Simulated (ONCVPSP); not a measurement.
**Ti, ONCV: configuration errors across variants**

```json
{
  "Element": "Ti (Z = 22)",
  "Generator": "ONCVPSP 4.0.1",
  "Type": "optimised norm-conserving Vanderbilt (ONCV)",
  "Functional": "PBE",
  "Relativity": "scalar-relativistic",
  "Frozen core": "[Ar]",
  "Valence charge": "4",
  "Reference configuration": "3d2 4s1.5 4p0.5",
  "Partial waves": "4s: rc 2.40 bohr, ncon 3, nbas 7, qcut 2.5 1/bohr, 2 projectors, debl 0.5 Ha; 4p: rc 4.00 bohr, ncon 4, nbas 7, qcut 1.9 1/bohr, 2 projectors, debl 0.3 Ha; 3d: rc 1.70 bohr, ncon 5, nbas 10, qcut 9.4 1/bohr, 3 projectors, debl 3.8 Ha",
  "Local potential": "polynomial inside 1.65 bohr (lpopt 5, dvloc0 3 Ha)",
  "Core correction": "Teter function fitted to the true core (icmod 2), fcfact 0.4"
}
```

All-electron excitation energies from the reference (eV): (1) 3d2 4s2 4p0 -1.519; (2) 3d2 4s1 4p0 5.828; (3) 3d2 4s0 4p0 19.400; (4) 3d1 4s2 4p0 8.226.

1 further variants failed, have other tests or another functional or relativity, and are left out.

Errors AE − PS in meV (a dash: test not solved or not reliable):

```tsv
change	(1)	(2)	(3)	(4)	bound ghosts	GHOST(+) flags above zero
base	+1.2	-2.4	+3.0	-226	none	s
s: debl 3.2	+1.3	-1.9	+2.7	-229	none	s
p: rc 3.42	+0.5	-0.9	+8.1	-221	none	s
```

Problem. Give the same row for: p: qcut 1.7.

Solution. +1.3, -2.5, +2.4, -227; bound ghosts: none; GHOST(+) flags above zero: s.
